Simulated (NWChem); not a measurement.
Species: BeH2; SMILES [BeH2]

Results from NWChem. Structure relaxed at the PBE0/def2-SVP level. Ions are spin-unrestricted doublets at the neutral geometry; other ion states weren't tried. Functional: LC-ωPBE (HJS hole) with def2-SVP; rows give the range parameter ω in 1/bohr.

| range parameter (1/bohr) | vertical ionisation energy, ΔSCF (eV) | −ε(HOMO) (eV) | ΔSCF minus −ε(HOMO) (eV) |
|---|---|---|---|
| 0.05 | 11.62 | 8.21 | 3.41 |
| 0.10 | 11.66 | 8.95 | 2.71 |
| 0.15 | 11.72 | 9.63 | 2.09 |
| 0.25 | ___ | ___ | ___ |
| 0.50 | 12.22 | 12.19 | 0.03 |

Problem. Fill in the missing entries.

Solution. 
- 0.25, vertical ionisation energy, ΔSCF (eV): 11.90
- 0.25, −ε(HOMO) (eV): 10.72
- 0.25, ΔSCF minus −ε(HOMO) (eV): 1.18
